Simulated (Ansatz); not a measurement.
Ideal-gas functions of CH4Cl2SeSn, SMILES `C[Se][SnH]([Cl])[Cl]` at 600 K and 1 bar, from an Ansatz frequency run at PBE0-D4/def2-TZVP.

Molar mass 284.62 g/mol, point group Cs (symmetry number 1), electronic degeneracy 1, moments of inertia 353.581, 645.724, 767.39 u Å². Harmonic wavenumbers (cm⁻¹, unscaled): 33, 85, 89, 115, 133, 169, 255, 370, 371, 542, 556, 601, 926, 933, 1310, 1460, 1470, 1978, 3082, 3184, 3193.

Use S(trans) = R[1.5 ln M + 2.5 ln T − 1.1517]; rotational temperatures θ = 24.2544 K / I; S(rot) = R[ln(√π/σ · √(T³/θAθBθC)) + 1.5]; for each mode x = 1.438777 ν̃/T, S = R[x/(eˣ − 1) − ln(1 − e⁻ˣ)] and H = RT x/(eˣ − 1); 1 cm⁻¹ = 0.0119627 kJ/mol; R = 8.31446 J/(mol·K).

Q: By hand: the entropy, in J/(mol·K).

A: Translation 193.9. Rotation: θ = 0.0686, 0.0376, 0.0316 K, giving 136.2. Vibration, mode by mode: 29.41, 21.55, 21.17, 19.05, 17.85, 15.88, 12.53, 9.58, 9.56, 6.70, 6.51, 5.96, 3.20, 3.16, 1.55, 1.16, 1.14, 0.42, 0.04, 0.03, 0.03, in all 186.5. Electronic 0.0. Sum 516.6 J/(mol·K).

Q: By hand: H − E and G − E in kJ/mol, counted from the electronic energy.

A: Zero-point energy ½ × 20855 × 0.0119627 = 124.7; thermal vibration 48.0; translation, rotation and pV give 4 RT = 20.0. H − E = 192.7 kJ/mol, and G − E = 192.7 − 600 × 516.6/1000 = -117.3 kJ/mol.

Vibration gives 36 % of the entropy, 109.0 J/(mol·K) of it from the modes under 150 cm⁻¹: soft modes count most, and the harmonic formula is weakest for them. The sum counts one conformer and one mirror image; others add a mixing term.
